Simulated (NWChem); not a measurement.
# C$_{3}$H$_{5}$Cl; SMILES C/C=C\Cl

```xyz
9

C     -0.7710     1.7525     0.0000
C      0.6004     1.1580     0.0000
C      0.9185    -0.1494     0.0000
Cl    -0.2531    -1.4413     0.0000
H     -1.5511     0.9680     0.0000
H     -0.9238     2.4007    -0.8893
H     -0.9238     2.4007     0.8893
H      1.4604     1.8510     0.0000
H      1.9563    -0.5136     0.0000
```
Atoms are numbered in this order, from 1.

Program: NWChem. Coordinates come from a PBE-D3(BJ)/def2-SVP optimisation. Level: PBE/def2-SVP with SMD (1 M gas to 1 M solution), gas-phase geometry.

Problem. Predict the results for solvent 1,4-dioxane. Quantities: solvation free energy (kcal/mol); cavity-dispersion-structure term (kcal/mol); dipole in solution (D).

Solution. 
```json
{
  "solvation free energy (kcal/mol)": "-1.7",
  "cavity-dispersion-structure term (kcal/mol)": "-0.4",
  "dipole in solution (D)": "1.65"
}
```
